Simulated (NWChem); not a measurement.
Basis-set convergence for HFSn

```xyz
3

Sn    -0.2230     0.1953     0.0000
H      1.0072     1.5359     0.0000
F      1.1273    -1.2554     0.0000
```
Charge 0, spin multiplicity 1.

Everything below was run with NWChem. All single points use one geometry, from PBE/def2-SVP with def2 effective core potentials on Sn, a minimum by its harmonic frequencies.

Quantity: dipole moment at the level PBE0.

Effective core potentials replace the inner electrons of Sn; spin-orbit coupling is left out. The structure started from a generated list of species.

```csv
basis,functions,dipole moment (D)
def2-SVP,45,…
def2-SVPD,63,…
def2-TZVP,87,2.99
def2-TZVPP,95,2.99
def2-TZVPD,105,2.99
def2-QZVP,169,…
```

### Question
Complete the blanks.

### Answer

- def2-SVP, dipole moment (D): 2.80
- def2-SVPD, dipole moment (D): 3.06
- def2-QZVP, dipole moment (D): 2.97
